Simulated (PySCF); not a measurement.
ZrO₂: breathing scan

Computed with r2SCAN/[Zr def2-TZVP with ECP28, O def2-TZVP], scalar-relativistic core potentials, density fitting, no spin–orbit coupling, PySCF.

Rigid scan from the singlet minimum (Zr–O 1.773 Å (×2); O–Zr–O 107.2°). Coordinate: all bonds to the central atom scaled together. Energies in kJ/mol from the minimum.

```tsv
scale of all bonds to the centre	E (kJ/mol)	dipole size (D)
0.88	276.0	6.40
0.92	109.7	6.96
0.96	24.5	7.44
1.00	0.0	7.84
1.04	19.8	8.17
1.08	71.1	8.46
1.14	186.1	8.80
1.22	375.1	9.14
1.35	696.2	9.48
```

At long bonds a restricted determinant can lie too high, and another spin state can fall below this curve.
